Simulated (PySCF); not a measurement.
A species of formula C5H5NO3 has this rotational fingerprint, computed with PBE0/pcSseg-1 in PySCF (dipole) on a GFN2-xTB geometry, gas phase:

* Rotational constants: A = 5489, B = 973.4, C = 831.9 MHz
* Dipole components: |μa| = 3.18 D, |μb| = 2.38 D, |μc| = 0.14 D
* Inertial defect: -3.77 u·Å²
* κ: -0.94

Question: Which candidate fits, each taken in the one conformer that was computed?
A. `[CH3:1][O:2][C:3](=[O:4])[c:5]1[cH:6][n:7][o:8][cH:9]1` with C1–O2–C3–O4 0°, O2–C3–C5–C6 0°
B. `[N:1]#[C:2][CH:3]1[CH2:4][O:5][C:6](=[O:7])[O:8][CH2:9]1` with C2–C3–C4–O5 176°, C3–C4–O5–C6 -31°, C4–O5–C6–O7 -178°, O5–C6–O8–C9 -3°
C. `[CH3:1]/[N:2]=[CH:3]\[c:4]1[cH:5][o:6][c:7](=[O:8])[o:9]1` with N2–C3–C4–C5 6°

Answer: C. It is C/N=C\c1coc(=O)o1, a near-prolate asymmetric top. The candidates at the same level (rigid rotor, commonest isotopes):

```
           SMILES  A (MHz)  B (MHz)  C (MHz)  μa (D)  μb (D)  μc (D)  Δ (u·Å²)  point group                        rotor
  N#CC1COC(=O)OC1     5008     1042    891.5    2.26    0.00    0.05    -19.21           Cs  near-prolate asymmetric top
   COC(=O)c1cnoc1     4737     1035    854.2    2.43    0.70    0.00     -3.18           Cs  near-prolate asymmetric top
C/N=C\c1coc(=O)o1     5489    973.4    831.9    3.18    2.38    0.14     -3.77      near Cs  near-prolate asymmetric top
```

`COC(=O)c1cnoc1` has A 14 % too low; `N#CC1COC(=O)OC1` has A 9 % too low. No structure here is proved a minimum.
